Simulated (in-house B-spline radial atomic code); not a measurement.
## Sc V (Sc4+): [Ne] 3s1 (3p1/2)2 (3p3/2)3 (4p1/2)1 (an excited or competing configuration)

All numbers are computed (Dirac-Hartree-Fock, average of the jj configuration; Fermi nucleus of rms radius 3.5459 fm) with an all-electron radial atomic-structure program (B-spline basis), not measured.

Z_r = [3n² - l(l+1)]/(2<r>); Z_e = n√(-2ε); the last column is Slater's effective charge. Values are occupation-weighted means over j.

```csv
shell,electrons,ε (eV),<r> (bohr),Z_r,Z_e,Slater
1s,2,-4612.5,0.07298,20.55,18.41,20.70
2s,2,-593.41,0.3405,17.62,13.21,16.85
2p,6,-496.81,0.3056,16.36,12.09,16.85
3s,1,-130.75,1.01,13.36,9.30,10.45
3p,5,-100.66,1.065,11.74,8.16,10.45
4p,1,-36.509,2.689,8.55,6.55,5.90
```

The least bound orbital is 4p1/2 at -36.51 eV, and it is also the most diffuse (<r> = 2.689 bohr).

For the 1s electron the small component carries 0.565 % of the norm, the zero-frequency Breit interaction raises the level by 4.219 eV, self-energy by 1.975 eV, and vacuum polarisation lowers it by 0.1497 eV.
